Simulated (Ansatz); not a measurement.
Consider the atomization: `CO[Si]OC` → 2 C• + 6 H• + 2 O• + Si•.

Program: Ansatz. Geometries: PBE0-D4/def2-TZVP. ΔE: electronic, gas phase. CBS: MP2 limit from def2 TZ/QZ plus the TZ coupled-cluster correction, frozen cores. This one scheme is used for every species, atoms too. Functionals use def2-TZVPP. B3LYP here is the variant with VWN-RPA as its local correlation; programs differ in this. Open shells (•) are unrestricted, without spin–orbit coupling. Spin–orbit coupling would lower the free atoms: a little for C, O, Si. One conformer a species, not always the lowest.

```tsv
level	ΔE (eV)	difference from CCSD(T)/CBS
LDA (SPW92)	51.00	6.64
B3LYP-D4	44.35	-0.01
r2SCANh-D4	43.96	-0.40
r2SCAN0-D4	43.46	-0.90
BHLYP-D4	42.83	-1.53
ωB97X-V	44.39	0.03
ωB97M-V	44.54	0.18
revPBE	43.30	-1.06
r2SCAN	44.25	-0.11
B3LYP	43.98	-0.38
CCSD/def2-SVP	41.18	-3.18
CCSD(T)/def2-SVP	41.62	-2.74
CCSD/def2-TZVPP	42.48	-1.88
MP2/def2-QZVPP	44.70	0.34
MP2/CBS(def2)	45.19	0.83
CCSD/CBS(def2)	43.69	-0.67
CCSD(T)/CBS	44.36	0
```

Largest T1 diagnostic among the species: 0.014.

From BLYP to BHLYP (50 % exact exchange), in def2-TZVPP and without D4, ΔE moves by −1.40 eV: exact exchange takes away binding that semilocal exchange gives to molecules. At CCSD(T), def2-SVP lies −2.74 eV from the extrapolated value and def2-TZVPP −1.21 eV: correlation converges slowly with the basis, and small sets miss more of it in the bonded molecule than in its fragments. Leaving LDA and LC-ωPBE aside and taking each functional with its dispersion term where it has one, the values, not all of them listed here, spread over 2.36 eV, from BHLYP-D4 to PBE-D4. LDA lies +6.04 eV from PBE without D4, its usual overbinding.

For atomizations the MP2-based limit and the directly extrapolated one differ by several kJ/mol either way, and by 10 to 25 for some Ge, Se and Sn compounds, so smaller differences from it don't rank the levels.
